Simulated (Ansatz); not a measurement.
Frontier orbitals of AgH₆NSi₂ (`[SiH3][N]([SiH3])[Ag]`).

Total charge 0; spin multiplicity 1. Correlated methods include outer-core shells of Ag, which these sets cover unevenly. Ag: def2 effective core potential. The geometry is a stationary point of PBE0-D4/def2-TZVP. Basis def2-TZVPP, the Gaussian-basis code of Ansatz.

| functional | HOMO (eV) | LUMO (eV) | gap (eV) |
| --- | --- | --- | --- |
| LDA (SPW92) | -5.61 | -4.19 | 1.42 |
| PBE | -5.46 | -3.94 | 1.52 |
| BLYP | -5.38 | -3.96 | 1.42 |
| B97M-V | -5.81 | -3.92 | 1.89 |
| PBE0 | -6.58 | -3.06 | 3.52 |
| BHLYP | -7.66 | -2.36 | 5.30 |
| ωB97M-V | -8.75 | -1.46 | 7.29 |

Against PBE, PBE0 changes HOMO and LUMO by −1.12 and +0.88 eV, ωB97M-V by −3.29 and +2.48 eV. A gap of 1.52 eV thus becomes 7.28 eV for the same molecule, so an orbital gap means little without its functional.
